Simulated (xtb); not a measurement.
A run for xtb: GFN-FF on CH6GeTe (SMILES C[Te][GeH3]), a point of a torsion scan.

```
$ xtb mol.xyz --gfnff --sp --chrg 0 --uhf 0
9

C      1.72058409    -0.14211435     0.14686037
Te     0.46584169     0.86763063    -1.29959667
Ge    -1.63372368     0.15923165    -0.12273938
H      1.45832751    -1.19105599     0.19915965
H      2.74822671    -0.04548155    -0.17396074
H      1.60809907     0.30848603     1.12416994
H     -2.00877438     0.97393350     1.08554936
H     -1.56727239    -1.25553422     0.37645803
H     -2.82429382     0.23241009    -1.02723125
```

The log:

```
[...]
           -------------------------------------------------
          |                Calculation Setup                |
           -------------------------------------------------



          ==================== Thresholds ====================
          CN  :   150.00000
          rep :   500.00000
          disp:  2500.00000
          HB1 :   250.00000
          HB2 :   450.00000

          Pauling EN used:
          Z : 1  EN :  2.20
          Z : 6  EN :  2.55
          Z :32  EN :  2.01
          Z :52  EN :  2.10
          electric field strengths (au): 0.000

           -------------------------------------------------
          |           Force Field Initialization            |
           -------------------------------------------------

          distances ...
          ----------------------------------------
          generating topology and atomic info file ...
          pair mat ...
          computing topology distances matrix with Floyd-Warshall algo ...
          making topology EEQ charges ...
          #fragments for EEQ constrain: 1
          ----------------------------------------
          generating topology and atomic info file ...
          pair mat ...
          computing topology distances matrix with Floyd-Warshall algo ...
          making topology EEQ charges ...
          #fragments for EEQ constrain: 1
          rings ...
          # BATM   30
          # H in HB   3

  atom   neighbors  erfCN metchar sp-hybrid imet pi  qest     coordinates
    1  C       4    3.47   0.00         3    0    0  -0.059    3.251433   -0.268557    0.277526
    2  Te      2    1.88   0.02         3    0    0  -0.057    0.880313    1.639584   -2.455882
    3  Ge      4    3.46   0.02         3    0    0   0.128   -3.087290    0.300904   -0.231944
    4  H       1    0.97   0.00         0    0    0   0.021    2.755840   -2.250770    0.376357
    5  H       1    0.97   0.00         0    0    0   0.021    5.193396   -0.085948   -0.328738
    6  H       1    0.97   0.00         0    0    0   0.021    3.038867    0.582954    2.124373
    7  H       1    0.96   0.01         0    0    0  -0.025   -3.796033    1.840468    2.051391
    8  H       1    0.96   0.01         0    0    0  -0.025   -2.961716   -2.372616    0.711403
    9  H       1    0.96   0.01         0    0    0  -0.025   -5.337142    0.439191   -1.941186

          #atoms :   9
          #bonds :   8
          #angl  :   13
          #tors  :   6
          #nmol  :   1
          #optfrag :   1
           -------------------------------------------------
          |                   G F N - F F                   |
          |          A general generic force-field          |
          |                  Version 1.0.3                  |
           -------------------------------------------------
          Number of HB bonds (bound hydrogen)     0
          Number of HB bonds (unbound hydrogen)   0
          Number of XB bonds                      0

 E+G (total)                   0 d,  0 h,  0 min,  0.000 sec
 distance/D3 list               ...        0 min,  0.000 sec (  0.906%)
 non bonded repulsion           ...        0 min,  0.000 sec ( 16.915%)
 dCN                            ...        0 min,  0.000 sec (  3.826%)
 EEQ energy and q               ...        0 min,  0.000 sec ( 11.102%)
 D3                             ...        0 min,  0.000 sec ( 15.733%)
 EEQ gradient                   ...        0 min,  0.000 sec (  5.018%)
 bonds                          ...        0 min,  0.000 sec (  9.436%)
 bend and torsion               ...        0 min,  0.000 sec ( 15.152%)
 bonded ATM                     ...        0 min,  0.000 sec (  5.707%)
Note: The following floating-point exceptions are signalling: IEEE_UNDERFLOW_FLAG IEEE_DENORMAL
normal termination of xtb
 HB/XB (incl list setup)        ...        0 min,  0.000 sec ( 11.028%)

         :::::::::::::::::::::::::::::::::::::::::::::::::::::
         ::                     SUMMARY                     ::
         :::::::::::::::::::::::::::::::::::::::::::::::::::::
         :: total energy              -0.817020514623 Eh    ::
         :: gradient norm              0.030677331450 Eh/a0 ::
         ::.................................................::
         :: bond energy               -0.871597057681 Eh    ::
         :: angle energy               0.019559608954 Eh    ::
         :: torsion energy             0.000222374998 Eh    ::
         :: repulsion energy           0.045078553217 Eh    ::
         :: electrostat energy        -0.005920510119 Eh    ::
         :: dispersion energy         -0.004269868075 Eh    ::
         :: HB energy                  0.000000000000 Eh    ::
         :: XB energy                  0.000000000000 Eh    ::
         :: bonded atm energy         -0.000093615917 Eh    ::
         :: external energy            0.000000000000 Eh    ::
         :: add. restraining           0.000000000000 Eh    ::
         :: total charge              -0.000000000000 e     ::
         :::::::::::::::::::::::::::::::::::::::::::::::::::::

           -------------------------------------------------
          |                Property Printout                |
           -------------------------------------------------

molecular dipole:
                 x           y           z       tot (Debye)
 q only:       -0.109      -0.095       0.151       0.531

           -------------------------------------------------
          | TOTAL ENERGY               -0.817020514623 Eh   |
          | GRADIENT NORM               0.030677331450 Eh/α |
           -------------------------------------------------
########################################################################
[WARNING] Runtime exception occurred
-1- gfnff_setup: Could not read topology file.
########################################################################

------------------------------------------------------------------------
------------------------------------------------------------------------
 total:
 SCF:
```

The run finished.

Cost: around 0.020 core-seconds (rough).
